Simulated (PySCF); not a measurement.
NMR data simulated for an unnamed compound:

1H NMR (400 MHz, computed): δ 6.43 (m, 1H), 6.19 (m, 2H), 6.12 (m, 1H), 5.89 (m, 1H), 5.87 (m, 2H), 2.82 (m, 1H), 1.02 (d, 3H).

13C{1H} NMR (computed): δ 150.8 (CH), 144.6 (CH), 139.4 (CH2), 133.7 (CH), 37.9 (CH), 24.6 (CH3).

PySCF 2.14.0 with density-fitted response routines calculation with PBE0-D3(BJ)/def2-SVP geometry and σ from GIAO-B3LYP/pcSseg-1; relativity neglected, no solvent model, one computed conformer, fast rotation and ring inversion assumed for equivalent nuclei.

Shifts are taken against calculated references (same method and geometry level): 1H (σ = 31.38 ppm) and 13C (σ = 179.24 ppm) against TMS.

Q: Which of these does the molecule contain: an NH or NH2 group, a three-membered ring, a non-aromatic C=C double bond, a methoxy group, a vinyl group CH=CH2?

A: 
- An NH or NH2 group: no.
- A three-membered ring: no.
- A non-aromatic C=C double bond: yes.
- A methoxy group: no.
- A vinyl group CH=CH2: yes (δC 139.4, 150.8; δH 6.12 (m), 5.89 (m), 6.43 (m)).

The data belong to SMILES C1=CP(C=C)C=CC1C, C8H11P; they needn't prove each group on their own.

Carbon signals by region: 4 in the sp2 and nitrile region (100–160 ppm), 2 below 50 ppm.

Splittings by 31P in the carbon and heteronuclear signals aren't shown, as no couplings were computed. Shifts are as computed. Against solution values, carbons near 30 ppm lie about +2 ppm off and those near 130 ppm about +6 ppm. Of 1211 compounds with measured shifts, 218 miss one by over three times the rms of a fit or turn the order of signals round; such compounds aren't used in these exercises. Multiplicities follow the n + 1 count of equivalent neighbours, as no J values were calculated; m marks all less simple cases, F and P coupling included.
